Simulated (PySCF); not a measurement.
Al(Me)2(F), SMILES [CH3][Al]([CH3])[F] (C2H6AlF), PBE0/def2-SVP optimised geometry. Atoms within 1.6 Å of the plane z = 0.0 Å (x, y, z in Å): Al1 (0.14, -0.08, 0.00), C2 (-0.74, 1.65, 0.00), H3 (-1.56, 1.70, 0.74), H4 (-1.20, 1.85, -0.98), H5 (-0.04, 2.48, 0.21), C6 (-0.72, -1.83, 0.00), H7 (-0.54, -2.35, 0.95), H8 (-0.31, -2.48, -0.80), H9 (-1.81, -1.77, -0.14), F10 (1.81, -0.08, 0.00).

Method: PBE0/def2-TZVP (PySCF 2.14.0). Cells within 0.4 Å of a nucleus heavier than hydrogen are left out (blank, or x).

Map of the Laplacian of the electron density (e/bohr⁵), clipped to [-1.50, 1.50] on the plane z = 0.0 Å:

```
|555555555555555555555555555|
|555555555555555555555555555|
|555555555555555555555555555|
|555555555555555555555555555|
|555555555555555555555555555|
|555555555555555555555555555|
|555555555555305555555555555|
|555555555545245555555555555|
|5555555554xx755555555555555|
|5555555555xx355555555555555|
|555555555553445555555555555|
|555555555554456555665555555|
|555555555555999858477555555|
|5555555555559xx963xx8555555|
|5555555555559xx966xx8555555|
|555555555555699657886555555|
|555555555554445555555555555|
|555555555443345555555555555|
|5555555402xxx55555555555555|
|55555555448x555555555555555|
|555555555554555555555555555|
|555555555555555555555555555|
|555555555555555555555555555|
|555555555555555555555555555|
|555555555555555555555555555|
|555555555555555555555555555|
|555555555555555555555555555|
```
Scale: ten equal steps from -1.50 (start of '0') to 1.50 (end of '9'), in the order '0123456789'; x runs from -4.50 to 4.50, y from -4.50 (bottom) to 4.50 (top).
